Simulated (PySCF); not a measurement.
Dissociation curve of HI, singlet. Each curve is given relative to its own lowest point near equilibrium.

| R / Å | A | B | C |
|---|---|---|---|
| 1.28 | 175.5 | 180.2 | 181.2 |
| 1.36 | 84.9 | 87.7 | 89.1 |
| 1.47 | 19.9 | 20.9 | 22.5 |
| 1.50 | 10.9 | 11.6 | 13.0 |
| 1.57 | 0.5 | 0.7 | 1.3 |
| 1.61 | 0.0 | 0.0 | 0.0 |
| 1.66 | 3.7 | 3.7 | 2.4 |
| 1.71 | 11.2 | 11.4 | 8.6 |
| 1.75 | 19.4 | 19.9 | 15.5 |
| 1.88 | 55.4 | 57.7 | 46.6 |
| 1.98 | 88.8 | 93.3 | 75.4 |
| 2.19 | 163.2 | 174.7 | 137.6 |
| 2.42 | 240.1 | 262.9 | 197.3 |
| 2.68 | 313.1 | 352.6 | 246.7 |
| 2.91 | 363.0 | 420.8 | 274.8 |
| 3.23 | 410.4 | 498.6 | 295.7 |
| 3.51 | 433.3 | 552.6 | 304.1 |
| 3.97 | 440.8 | 618.8 | — |
| 4.33 | 427.2 | 656.0 | — |
| 4.81 | 391.6 | 691.7 | — |
| 5.70 | 299.3 | 731.7 | — |
| 6.44 | 214.3 | 751.2 | — |

Energies in kJ/mol.

Task: Which curve belongs to which method? The methods are SC-NEVPT2 on CASSCF(8,5)/def2-TZVP, all electrons correlated, def2 effective core potentials past Kr run with PySCF 2.14.0; RHF/def2-TZVP, def2 effective core potentials past Kr run with PySCF; MP2 on RHF/def2-TZVP, 4 core orbitals frozen, def2 effective core potentials past Kr run with PySCF.

Result: A is RMP2; B is RHF; C is NEVPT2.

Dashes: no converged value, or the column stops at the first point that the program doubted or that broke a chosen test of continuity, which isn't proof of a fault.

The restricted form behind RHF, RMP2 keeps the bonding electrons paired and can't separate into open-shell fragments.
